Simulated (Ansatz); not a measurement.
Relaxation of a periodic cell of 30 atoms, H$_{2}$CS$_{2}$ (contents 6 H2 + 6 CS2, density as packed 1.00 g/cm³ with natural masses), to a largest force component of 0.3 eV/Å in at most 15 steps.

Level of theory: Ansatz, DFT PBE-D3(BJ), scalar-relativistic, plane waves, PAW. Settings: accuracy low, cutoff 420 eV, k mesh 1x1x1, fermi-dirac smearing 0.05 eV, no spin polarisation.

```xyz
30
Lattice="9.2052 0.0000 0.0000 0.0000 9.2052 0.0000 0.0000 0.0000 9.2052" Properties=species:S:1:pos:R:3
H 6.528 9.051 4.177
H 6.935 8.898 3.582
H 2.902 5.455 4.478
H 3.452 4.981 4.609
H 6.629 4.851 6.261
H 6.210 4.887 5.655
H 2.796 -0.265 5.849
H 2.723 0.314 6.299
H 6.861 9.283 7.619
H 7.246 8.658 7.686
H 8.036 2.106 7.007
H 7.535 1.733 6.616
S 9.467 4.329 2.878
C 8.380 3.920 1.835
S 7.293 3.510 0.792
S 2.675 7.726 -0.124
C 3.289 7.474 1.289
S 3.904 7.222 2.702
S 2.021 1.625 3.158
C 2.092 1.680 1.599
S 2.163 1.736 0.041
S -1.131 6.410 7.675
C 0.064 5.431 7.449
S 1.259 4.452 7.224
S 6.784 2.998 4.060
C 5.640 3.712 3.274
S 4.496 4.427 2.487
S 9.675 8.397 1.601
C 8.146 8.696 1.496
S 6.618 8.995 1.391
```

**Question.** Where does it end, and by what steps?

**Answer.** The run converged. The threshold is loose, so the end isn't yet a minimum. The force dipped under the threshold on the way, but the program's further checks kept it going. Limits of this set-up: coarse k mesh, low accuracy level. After 13 steps the energy has fallen by 2.376 eV; H10 moved furthest, 1.66 Å.

```json
{"step": "0", "energy less start (eV)": "0.0000", "largest force component (eV/Å)": "1.284", "accepted": "yes"}
{"step": "1", "energy less start (eV)": "-0.9299", "largest force component (eV/Å)": "0.701", "accepted": "yes"}
{"step": "2", "energy less start (eV)": "-1.3560", "largest force component (eV/Å)": "0.888", "accepted": "yes"}
{"step": "3", "energy less start (eV)": "-1.6257", "largest force component (eV/Å)": "0.987", "accepted": "yes"}
{"step": "4", "energy less start (eV)": "-1.8565", "largest force component (eV/Å)": "0.469", "accepted": "yes"}
{"step": "5", "energy less start (eV)": "-1.9943", "largest force component (eV/Å)": "0.174", "accepted": "yes"}
{"step": "6", "energy less start (eV)": "-2.0811", "largest force component (eV/Å)": "0.214", "accepted": "yes"}
{"step": "7", "energy less start (eV)": "-2.1494", "largest force component (eV/Å)": "0.338", "accepted": "yes"}
{"step": "8", "energy less start (eV)": "-2.1970", "largest force component (eV/Å)": "0.449", "accepted": "yes"}
{"step": "9", "energy less start (eV)": "-2.2447", "largest force component (eV/Å)": "0.546", "accepted": "yes"}
{"step": "10", "energy less start (eV)": "-2.2701", "largest force component (eV/Å)": "0.772", "accepted": "yes"}
{"step": "11", "energy less start (eV)": "-2.3229", "largest force component (eV/Å)": "0.577", "accepted": "yes"}
{"step": "12", "energy less start (eV)": "-2.3758", "largest force component (eV/Å)": "0.064", "accepted": "yes"}
{"step": "13", "energy less start (eV)": "-2.3758", "largest force component (eV/Å)": "0.065", "accepted": "yes"}
```

```xyz
30
Lattice="9.2052 0.0000 0.0000 0.0000 9.2052 0.0000 0.0000 0.0000 9.2052" Properties=species:S:1:pos:R:3
H 6.584 7.859 4.645
H 7.052 7.804 4.058
H 3.367 5.511 5.286
H 3.943 5.185 4.929
H 6.277 5.584 7.126
H 6.096 5.262 6.470
H 2.699 0.255 6.055
H 2.686 0.261 6.810
H 5.491 8.975 7.130
H 5.916 8.528 6.701
H 7.983 2.074 7.055
H 7.522 1.481 7.132
S 10.447 5.035 2.821
C 9.371 4.545 1.801
S 8.310 4.035 0.777
S 3.440 6.709 -0.457
C 3.685 7.206 1.002
S 3.941 7.683 2.464
S 1.747 1.387 3.439
C 1.952 1.422 1.893
S 2.150 1.477 0.346
S 0.026 7.118 7.173
C 0.343 5.637 6.803
S 0.667 4.154 6.433
S 6.398 2.948 4.274
C 5.544 3.489 3.084
S 4.690 4.027 1.892
S 8.556 7.954 1.489
C 7.457 9.016 1.171
S 6.352 10.073 0.861
```

The run took 74 s on 1 CPU thread of a shared host.
